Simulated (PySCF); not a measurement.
Compound: C₂H₅FO₂Si.
Atom-mapped SMILES: `[CH3:1][C:2](=[O:3])[O:4][SiH2:5][F:6]` (hydrogens: H7, H8, H9 on C1; H10, H11 on Si5)

Cartesian coordinates in Å at the GFN2-xTB level; atoms count from 1:
```xyz
11
C2H5FO2Si angstrom
C     -1.931   -0.218    0.229
C     -0.576   -0.294   -0.410
O     -0.335   -0.769   -1.484
O      0.374    0.238    0.360
Si     1.973    0.329   -0.018
F      2.494    1.057    1.306
H     -2.175    0.823    0.429
H     -2.677   -0.659   -0.425
H     -1.908   -0.744    1.180
H      2.573   -0.987   -0.062
H      2.194    1.228   -1.130
```

The closed-shell SCF was solved with PySCF and density fitting under several settings on one GFN2-xTB geometry (grid level 2 and gas phase unless stated).

| settings | basis functions | SCF cycles | E (Eh) | HOMO (eV) | LUMO (eV) | dipole (D) |
| --- | --- | --- | --- | --- | --- | --- |
| PBE0/pcSseg-1 | 134 | 14 | -618.6055 | -8.41 | -0.11 | 0.98 |
| PBE0/def2-SVPD | 173 | 14 | -618.3284 | -8.50 | -0.27 | 1.09 |
| LDA/6-31G, start guess atom | 68 | 11 | -615.3362 | -6.71 | -1.35 | 0.75 |
| HF/cc-pVDZ | 113 | 11 | -616.8781 | -12.52 | 4.19 | 1.07 |
| BP86/pcSseg-1 | 134 | 15 | -619.1085 | -6.79 | -1.34 | 0.97 |

Q: Estimate the rows for these settings: (1) KT2/pcSseg-0; (2) BLYP/def2-SVPD, grid level 3.

A: 
```json
{"settings": "KT2/pcSseg-0", "basis functions": "68", "SCF cycles": "15", "E (Eh)": "-625.2886", "HOMO (eV)": "-6.90", "LUMO (eV)": "-1.17", "dipole (D)": "0.75"}
{"settings": "BLYP/def2-SVPD, grid level 3", "basis functions": "173", "SCF cycles": "15", "E (Eh)": "-618.7248", "HOMO (eV)": "-6.70", "LUMO (eV)": "-1.32", "dipole (D)": "1.06"}
```

Q: Over all rows, what range does the HOMO–LUMO gap span?

A: From 5.36 eV (LDA/6-31G, start guess atom) to 16.71 eV (HF/cc-pVDZ). The functional of the narrowest has no exact exchange, that of the widest 100 % exact exchange.

Q: Compare two rows with the functional PBE0: PBE0/pcSseg-1 and PBE0/def2-SVPD. Which energy is lower, and by how much?

A: PBE0/pcSseg-1 (134 functions) lies 0.2771 Eh or 174 kcal/mol below PBE0/def2-SVPD (173 functions). The smaller set gives the lower energy; the two sets aren't nested, so the variational bound doesn't order them by size.

Cycle counts include a coarse-grid stage where the run had one. KT2 was designed for NMR shieldings or shifts; total energies of different functionals aren't comparable.

One conformer stands for the species.
